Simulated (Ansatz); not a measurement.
`CN[Si](F)(F)F` + `N=C=O` → `O=C=N[Si](F)(F)F` + CH₃NH₂  (ligand exchange at the Si–N bond)

Computed with Ansatz on PBE0-D4/def2-TZVP structures; ΔE is electronic, products minus reactants. CCSD(T)/CBS is the MP2 limit (def2-TZVPP, def2-QZVPP) plus CCSD(T) − MP2 in def2-TZVPP, frozen cores. This one scheme is used for every species. DFT in def2-TZVPP. Each species was taken in one conformer, which may not be the lowest.

`CN[Si](F)(F)F`:

Z-matrix (Å, degrees):
```
C
N 1 1.451
H 1 1.091 2 109.8
H 1 1.094 2 112.5 3 -119.9
H 1 1.093 2 111.0 3 118.2
Si 2 1.670 1 125.8 3 16.4
H 2 1.007 1 114.9 3 -174.2
F 6 1.575 2 108.9 1 -170.2
F 6 1.577 2 111.1 1 -49.0
F 6 1.580 2 115.4 1 69.8
```

`N=C=O`:

Cartesian coordinates in Å:
```
N -0.528 -0.537 -0.140
C 0.471 0.099 0.099
O 1.498 0.587 0.333
H -1.442 -0.149 -0.292
```

`O=C=N[Si](F)(F)F`:

Cartesian coordinates in Å:
```
O 2.456 0.636 1.653
C 1.521 0.413 1.007
N 0.559 0.191 0.336
Si -0.799 -0.212 -0.534
F -0.973 0.761 -1.748
F -2.077 -0.115 0.367
F -0.687 -1.675 -1.081
```

CH₃NH₂:

Z-matrix (Å, degrees):
```
C
N 1 1.453
H 1 1.092 2 109.4
H 1 1.100 2 115.4 3 -121.6
H 1 1.092 2 109.4 3 116.8
H 2 1.012 1 110.6 3 62.6
H 2 1.012 1 110.6 3 -179.3
```

Q: Is it downhill or uphill in electronic energy at CCSD(T)/CBS, and by how much? (Estimate.)

A: Computed: Downhill: ΔE = -0.22 eV.

Q: What do these levels give: PBE-D4, PBE0-D4, r2SCANh-D4, CAM-B3LYP-D4, PBE-QIDH, CCSD(T)/def2-TZVPP? (An estimate is asked.)

A: The calculation gave: PBE-D4 -0.18, PBE0-D4 -0.21, r2SCANh-D4 -0.23, CAM-B3LYP-D4 -0.22, PBE-QIDH -0.24, CCSD(T)/def2-TZVPP -0.23 eV.

Largest T1 diagnostic among the species: 0.018.

From PBE to PBE0 (25 % exact exchange), in def2-TZVPP and without D4, ΔE moves by −0.03 eV. In def2-TZVPP, CCSD(T) changes the Hartree–Fock value by +0.13 eV (the triples alone add +0.02 eV) and MP2 by +0.12 eV.
